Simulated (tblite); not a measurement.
Species: triethylamine alane, C₆H₁₈AlN.
SMILES with atom numbers: `[CH3:1][CH2:2][N+:3]([AlH3-:4])([CH2:5][CH3:6])[CH2:7][CH3:8]` (hydrogens: H9, H10, H11 on C1; H12, H13 on C2; H14, H15, H16 on Al4; H17, H18 on C5; H19, H20, H21 on C6; H22, H23 on C7; H24, H25, H26 on C8)

Geometry (GFN2-xTB, Å), atoms numbered from 1 in this order:
```
atom  x, y, z in Å
C1    -2.1392   -0.9289   -0.4603
C2    -0.9718   -0.0725   -0.9225
N3     0.0719    0.0640    0.0958
Al4   -0.6786    0.7324    1.9305
C5     0.6482   -1.2144    0.5180
C6     1.4632   -1.9783   -0.5193
C7     1.1288    0.9674   -0.3742
C8     0.6814    2.4197   -0.4281
H9    -2.9884   -0.7743   -1.1215
H10   -1.8989   -1.9891   -0.4616
H11   -2.4211   -0.6245    0.5483
H12   -1.3525    0.9329   -1.1102
H13   -0.5493   -0.4604   -1.8604
H14    0.6753    1.3003    2.5019
H15   -1.7819    1.7288    1.4124
H16   -1.1911   -0.5807    2.6266
H17   -0.1706   -1.8415    0.8728
H18    1.2725   -0.9915    1.3929
H19    2.3577   -1.4348   -0.8124
H20    0.8730   -2.1877   -1.4086
H21    1.7725   -2.9286   -0.0915
H22    1.4919    0.6494   -1.3611
H23    1.9504    0.8921    0.3429
H24    0.2099    2.6798    0.5195
H25   -0.0217    2.6035   -1.2360
H26    1.5472    3.0594   -0.5803
```

Method: GFN2-xTB as coded in tblite; computed harmonic values from a numerical Hessian at the method's own geometry, unscaled. This tight-binding method is rough: wavenumbers can miss measured ones by several per cent, in bad cases by 10 to 20. Modes of hydrogen on aluminium can be 10 to 20 % off. One conformer, not necessarily the lowest.

Harmonic wavenumbers (cm⁻¹): 65.6, 102.6, 126.4, 135.6, 161.7, 212.8, 227.4, 243.0, 264.0, 271.8, 316.7, 329.7, 353.2, 425.8, 477.8, 507.8, 525.7, 568.5, 759.6, 785.3, 802.3, 807.7, 815.4, 831.4, 862.6, 960.6, 963.3, 1066.2, 1077.7, 1082.7, 1085.9, 1107.1, 1115.5, 1157.3, 1191.9, 1209.6, 1262.8, 1268.3, 1302.0, 1335.0, 1354.3, 1355.7, 1396.7, 1398.7, 1408.7, 1458.4, 1462.4, 1467.7, 1471.5, 1476.4, 1491.5, 1499.3, 1502.9, 1507.7, 1635.3, 1641.2, 1658.0, 2881.1, 2890.0, 2907.3, 2962.2, 2986.2, 2990.1, 2998.1, 3005.1, 3035.9, 3036.8, 3039.4, 3043.5, 3044.6, 3045.6, 3051.6.

A = 1621, B = 1393, C = 1184 MHz; mass 131.125 u (most abundant isotopes); point group C1, symmetry number 1.

**Question.** Zero-point energy?

**Answer.** Half the sum of the wavenumbers: 49135 cm⁻¹ = 140.49 kcal/mol.

**Question.** What is S at 400 K and 1 bar for an ideal gas of classical rigid rotors and harmonic oscillators?

**Answer.** Translation 42.01, rotation 30.05, vibration 48.00: S = 120.1 cal/(mol K).

**Question.** And Cp and H(400 K) − H(0)?

**Answer.** Cp = 60.63 cal/(mol K), of which vibrations give 52.68 (their classical limit is 72 R = 143.1); H(400 K) − H(0) = 13.66 kcal/mol without the zero-point energy, 10.48 from vibrations.

**Question.** What must be added to the electronic energy to get the Gibbs energy at 400 K and 1 bar?

**Answer.** ZPE + [H(400 K) − H(0)] − T·S = 140.49 + 13.66 − 48.02 = 106.13 kcal/mol.

**Question.** How do the functions run with temperature in this model?

**Answer.** 
```csv
T (K),S (cal/(mol K)),Cp (cal/(mol K)),H − H(0) (kcal/mol),G − H(0) (kcal/mol),ln q(vib)
150,79.1,28.4,2.57,-9.29,2.84
250,96.5,40.9,6.04,-18.10,6.04
298.15,104.3,47.2,8.16,-22.93,7.62
600,149.1,82.9,28.12,-61.32,17.55
900,187.2,105.1,56.59,-111.93,27.08
```

q(vib) and H(0) count from the zero-point level.

**Question.** Which modes carry the vibrational entropy at 400 K?

**Answer.** 65.6 cm⁻¹: 4.86; 102.6 cm⁻¹: 3.98; 126.4 cm⁻¹: 3.57; 135.6 cm⁻¹: 3.43; 161.7 cm⁻¹: 3.09; 212.8 cm⁻¹: 2.57 cal/(mol K); the other 66 give 26.49 together.

Hindered rotation and anharmonicity are outside this model. Other conformers, if any are populated, would add a mixing term that is left out. The structure is chiral; the term R ln 2 for an equal mix with its mirror image is left out.
